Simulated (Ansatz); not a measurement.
Ansatz (a program for electronic structure) input (CAM-B3LYP/def2-TZVPD):

Ansatz 0.2 input:
```yaml
crystal:
  periodic: [false, false, false]
  atoms:
    - {symbol: C, position_ang: [-1.41252861, -0.46030656, 0.06426309]}
    - {symbol: Br, position_ang: [0.35005062, 0.11407245, -0.01592558]}
    - {symbol: H, position_ang: [-1.88850635, -0.48301087, 1.02928333]}
    - {symbol: H, position_ang: [-1.88809358, -0.74768542, -0.85746665]}
basis:
  gaussian:
    orbitals: def2-TZVPD
hamiltonian:
  xc: {name: CAM-B3LYP}
magnetization: {spin_polarized: true, initial_magnetization: 1}
output: {forces: true}
```

Output:

```
Functional definition: CAM-B3LYP
integrals: 0.04 GiB planned
732 factors; their error is unknown
integrals: 0.07 GiB planned
221 factors; integrals over basis functions are off by at most 4.2e-5 eV
mean field: 0.56 GiB planned
mean field evaluation 1: about -71114.6367 eV, gradient 2.3e1 eV
mean field evaluation 2: about -71114.2054 eV, gradient 2.5e1 eV
mean field evaluation 4: about -71117.0884 eV, gradient 9.3e-1 eV
mean field evaluation 8: about -71117.1035 eV, gradient 3.8e-2 eV
mean field evaluation 16: about -71117.3373 eV, gradient 2.7e-5 eV
mean field -71117.33733520 eV, -2613.5139420061 hartree, gradient 2.7e-5 eV, S^2 0.755818; 0 other end points of the search recorded, 0 dependent functions left out
the calculation of the forces begins
reference -71117.33743663 eV, -2613.5139457334 hartree; 22, 21 occupied and 90, 91 virtual orbitals, 732 factors
Total energy: -71117.33743663 eV, -2613.5139457334 hartree
Atom 0 at    -1.412529    -0.460307     0.064263 Å, force     0.223664     0.072886    -0.010176 eV/Å
Atom 1 at     0.350051     0.114072    -0.015926 Å, force    -0.236249    -0.076987     0.010748 eV/Å
Atom 2 at    -1.888506    -0.483011     1.029283 Å, force     0.006297    -0.000767    -0.020370 eV/Å
Atom 3 at    -1.888094    -0.747685    -0.857467 Å, force     0.006288     0.004868     0.019797 eV/Å
Dipole moment:    -0.203830    -0.066423     0.009273 e Å
```

It need not be the lowest isomer of its formula.
